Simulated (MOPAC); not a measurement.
Job for MOPAC: AM1 on CH5FInN (SMILES [CH3][In]([NH2])[F]), a point of a torsion scan.

```
AM1 1SCF PRECISE CHARGE=0 THREADS=1
CH5FInN

C     -1.82461907 1    -0.33862048 1    -0.05236825 1
In     0.30095813 1     0.31961734 1    -0.01574010 1
N      2.18932706 1    -0.25449868 1    -0.63598349 1
F      0.47623048 1     2.19089091 1     0.61460265 1
H     -2.17553129 1    -0.26680735 1    -1.07720701 1
H     -1.89598668 1    -1.35899277 1     0.30893108 1
H     -2.36521836 1     0.34885738 1     0.58946260 1
H      2.83825917 1     0.44682203 1    -0.28517040 1
H      2.47814456 1    -1.14477412 1    -0.24089831 1
```

Output:

```
*******************************************************************************
 **                                                                           **
 **                              MOPAC v23.2.5                                **
 **                                                                           **
 *******************************************************************************
 ** MOPAC's Digital Object Identifier: https://doi.org/10.5281/zenodo.6511958 **
 **                                                                           **
 ** Please cite the open-source release paper for use of this MOPAC version:  **
 ** J. E. Moussa and J. J. P. Stewart (2026)                                  **
 ** MOPAC: An open-source semiempirical molecular orbital program             **
 ** J. Open Source Softw., 11(119), 8025, https://doi.org/10.21105/joss.08025 **
 *******************************************************************************

                              AM1 CALCULATION RESULTS

 *******************************************************************************
 *  AM1        - The AM1 Hamiltonian to be used
 *
 *
 *
 *                 CHARGE ON SYSTEM = 0
 *
 *
 *
 *  PRECISE    - TIGHTER CRITERIA TO BE USED
 *  1SCF       - DO 1 SCF AND THEN STOP
 *  THREADS=1  - MULTI-THREADING NOT USED
 *  T=         - A TIME OF 172800.0 SECONDS REQUESTED
 *  DUMP=N     - RESTART FILE WRITTEN EVERY 7200.0 SECONDS REQUESTED
 *******************************************************************************
AM1 1SCF PRECISE CHARGE=0 THREADS=1
 CH5FInN

   ATOM   CHEMICAL          X               Y               Z
  NUMBER   SYMBOL      (ANGSTROMS)     (ANGSTROMS)     (ANGSTROMS)

     1       C         -1.82461907  *  -0.33862048  *  -0.05236825  *
     2      In          0.30095813  *   0.31961734  *  -0.01574010  *
     3       N          2.18932706  *  -0.25449868  *  -0.63598349  *
     4       F          0.47623048  *   2.19089091  *   0.61460265  *
     5       H         -2.17553129  *  -0.26680735  *  -1.07720701  *
     6       H         -1.89598668  *  -1.35899277  *   0.30893108  *
     7       H         -2.36521836  *   0.34885738  *   0.58946260  *
     8       H          2.83825917  *   0.44682203  *  -0.28517040  *
     9       H          2.47814456  *  -1.14477412  *  -0.24089831  *



          CARTESIAN COORDINATES

    NO.       ATOM           X           Y           Z

     1         C         -1.8246     -0.3386     -0.0524
     2        In          0.3010      0.3196     -0.0157
     3         N          2.1893     -0.2545     -0.6360
     4         F          0.4762      2.1909      0.6146
     5         H         -2.1755     -0.2668     -1.0772
     6         H         -1.8960     -1.3590      0.3089
     7         H         -2.3652      0.3489      0.5895
     8         H          2.8383      0.4468     -0.2852
     9         H          2.4781     -1.1448     -0.2409

  H: (AM1): M.J.S. DEWAR ET AL, J. AM. CHEM. SOC. 107 3902-3909 (1985)
  C: (AM1): M.J.S. DEWAR ET AL, J. AM. CHEM. SOC. 107 3902-3909 (1985)
  N: (AM1): M.J.S. DEWAR ET AL, J. AM. CHEM. SOC. 107 3902-3909 (1985)
  F: (AM1): M.J.S. DEWAR AND E. G. ZOEBISCH, THEOCHEM, 180, 1 (1988).
 In: (AM1): J. J. P. STEWART, J. MOL. MOD., 10, 155-164 (2004)

           Empirical Formula: C H5 N In F  =     9 atoms



      MOLECULAR POINT GROUP   :   C1


      RHF CALCULATION, NO. OF DOUBLY OCCUPIED LEVELS = 12


 -------------------------------------------------------------------------------
 AM1 1SCF PRECISE CHARGE=0 THREADS=1
 CH5FInN



     1SCF WAS SPECIFIED, SO BFGS WAS NOT USED
     SCF FIELD WAS ACHIEVED


                              AM1 CALCULATION
                                                       MOPAC v23.2.5 Linux




          FINAL HEAT OF FORMATION =          8.22400 KCAL/MOL =      34.40922 KJ/MOL


          COSMO AREA              =        121.28 SQUARE ANGSTROMS
          COSMO VOLUME            =        104.43 CUBIC ANGSTROMS

          IONIZATION POTENTIAL    =          9.863791 EV
          HOMO LUMO ENERGIES (EV) =         -9.864 -1.137
          NO. OF FILLED LEVELS    =         12
          MOLECULAR WEIGHT        =        164.8756         POINT GROUP:  C1

          MOLECULAR DIMENSIONS (Angstroms)

            Atom       Atom       Distance
            H     8    H     7     5.27738
            F     4    H     6     3.57493
            H     5    H     9     1.75234


          SCF CALCULATIONS        =          1





   ATOM   CHEMICAL          X               Y               Z
  NUMBER   SYMBOL      (ANGSTROMS)     (ANGSTROMS)     (ANGSTROMS)

     1       C         -1.82461907  *  -0.33862048  *  -0.05236825  *
     2      In          0.30095813  *   0.31961734  *  -0.01574010  *
     3       N          2.18932706  *  -0.25449868  *  -0.63598349  *
     4       F          0.47623048  *   2.19089091  *   0.61460265  *
     5       H         -2.17553129  *  -0.26680735  *  -1.07720701  *
     6       H         -1.89598668  *  -1.35899277  *   0.30893108  *
     7       H         -2.36521836  *   0.34885738  *   0.58946260  *
     8       H          2.83825917  *   0.44682203  *  -0.28517040  *
     9       H          2.47814456  *  -1.14477412  *  -0.24089831  *

                             CARTESIAN COORDINATES

   1    C       -1.824619070    -0.338620480    -0.052368250
   2   In        0.300958130     0.319617340    -0.015740100
   3    N        2.189327060    -0.254498680    -0.635983490
   4    F        0.476230480     2.190890910     0.614602650
   5    H       -2.175531290    -0.266807350    -1.077207010
   6    H       -1.895986680    -1.358992770     0.308931080
   7    H       -2.365218360     0.348857380     0.589462600
   8    H        2.838259170     0.446822030    -0.285170400
   9    H        2.478144560    -1.144774120    -0.240898310


           Empirical Formula: C H5 N In F  =     9 atoms



      MOLECULAR POINT GROUP   :   C1


                  EIGENVALUES
 -44.54087 -31.84541 -29.50997 -15.95345 -15.22289 -14.26669 -14.25620 -12.83441
 -12.32521 -11.99407 -10.99526  -9.86379  -1.13687  -0.68343   1.59013   1.72141
   4.13890   4.20908   4.66212   4.88208   5.82401


              NET ATOMIC CHARGES AND DIPOLE CONTRIBUTIONS

  ATOM NO.   TYPE          CHARGE      No. of ELECS.   s-Pop       p-Pop
    1          C          -0.244377        4.2444     1.23043     3.01395
    2         In           0.532321        2.4677     1.23356     1.23412
    3          N          -0.418103        5.4181     1.61464     3.80346
    4          F          -0.465602        7.4656     1.89065     5.57495
    5          H           0.100587        0.8994     0.89941
    6          H           0.097378        0.9026     0.90262
    7          H           0.106328        0.8937     0.89367
    8          H           0.147400        0.8526     0.85260
    9          H           0.144068        0.8559     0.85593
 DIPOLE           X         Y         Z       TOTAL
 POINT-CHG.    -1.972    -4.236    -0.520     4.701
 HYBRID         1.076     1.332     0.912     1.940
 SUM           -0.896    -2.904     0.393     3.064


          ATOMIC ORBITAL ELECTRON POPULATIONS

     Atom    s        px        py        pz
    1  C   1.23043   0.94438   1.03007   1.03949
    2 In   1.23356   0.63528   0.34973   0.24911
    3  N   1.61464   1.15495   1.08621   1.56229
    4  F   1.89065   1.95824   1.75183   1.86487
    5  H   0.89941
    6  H   0.90262
    7  H   0.89367
    8  H   0.85260
    9  H   0.85593

 **********************
 *                    *
 * JOB ENDED NORMALLY *
 *                    *
 **********************




 == MOPAC DONE ==
```

The run finished.

Cost: about 0.03 core-seconds (a rough figure).
